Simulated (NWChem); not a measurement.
System: C$_{3}$H$_{2}$BFO; SMILES FB(C#C)C=O

```xyz
8

C      1.0398    -2.2190     0.0000
C      0.3140    -1.2453     0.0000
B     -0.5520    -0.0044     0.0000
F     -1.8794    -0.0992     0.0000
C      0.0665     1.4792     0.0000
O      1.2660     1.6958     0.0000
H      1.6775    -3.0758     0.0000
H     -0.6521     2.3353     0.0000
```
Atoms are numbered in this order, from 1.

Results from NWChem. Medium grid unless said otherwise, to which SCAN and Minnesota functionals are sensitive. Geometry: optimised at B3LYP/6-31G* (spherical d). Hybrids' shares of exact exchange are those that their runs print; pure functionals count as 0. The functionals differ in more than this share.

| row | share of exact exchange | highest occupied level (eV) |
|---|---|---|
| PBE/def2-SVP | 0.00 | -5.57 |
| r2SCAN/def2-SVP | 0.00 | -5.99 |
| B3LYP/def2-SVP | 0.20 | -7.03 |
| B97-2/def2-SVP | 0.21 | -7.06 |
| PW6B95/def2-SVP | 0.28 | -7.47 |
| BHandHLYP/def2-SVP | 0.50 | withheld |

Problem. Fit a straight line of the last column on the one before it, predict the withheld value, and compare with the run.

Solution. 
1. Means of the 5 shown rows: x = 0.138, y = -6.624. Slope Σ(x − x̄)(y − ȳ)/Σ(x − x̄)² = -0.4096/0.06728 = -6.089; intercept -5.784.
2. The shown rows scatter about the line by 0.134 (root mean square); the largest residual is +0.21, at PBE/def2-SVP.
3. At x = 0.50 (BHandHLYP/def2-SVP; beyond the shown range) the line gives -8.83.
4. The run gives -8.97, -0.14 from the line, 1.0 times the scatter.
